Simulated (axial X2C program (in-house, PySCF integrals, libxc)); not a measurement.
**Worked dissociation energy of NaRh: PBE0, without spin–orbit coupling**

Calculated with an in-house all-electron X2C program for linear molecules (integrals from PySCF). Spin-free means the one-electron spin-free X2C Hamiltonian. Basis: Rh dyall-cv3z [12s12p8d5f3g], Na dyall-cv3z [9s8p5d2f] (cores contracted in-house); Gaussian nuclei, density fitting, unrestricted open shells. Masses: Rh 102.906 u, Na 22.990 u.

Molecular state: M_S = 1, Λ = 2 (beyond evenly filled blocks: σα, δ+α, δ+β, δ-α).

* E(Rh) (2M_S = 3, M_L = 2): -4783.336301 hartree
* E(Na) (2M_S = 1, M_L = 0): -162.395984 hartree
* E(NaRh) at Re: -4945.777690 hartree
* ωe: 199.5 cm⁻¹
* ωexe: 0.728 cm⁻¹

Problem. Work out De and D0.

Solution. De = -4783.336301 + (-162.395984) − (-4945.777690) = 0.04541 hartree = 1.236 eV. The zero-point energy is ωe/2 − ωexe/4 = 100 cm⁻¹ = 0.012 eV, so D0 = 1.223 eV.

The state is a single determinant with fixed occupations, the lowest that a limited PBE0 search found. Dissociation energies refer to the lowest single-determinant-based atoms at the same level and basis. Other states lie close and PBE0, whose exact exchange favours high spin, may order them wrongly; the determinant shown need not be the ground state. The nearest other spin-free determinant of the search, M_S = 1, Λ = 3, lies 0.25 eV up at the distance of the search. The functionals have no current-density term, which raises determinants with orbital currents, atoms included.

Each atomic determinant is the lowest at this level and need not be a pure term. Totals compare only within one Hamiltonian and basis.
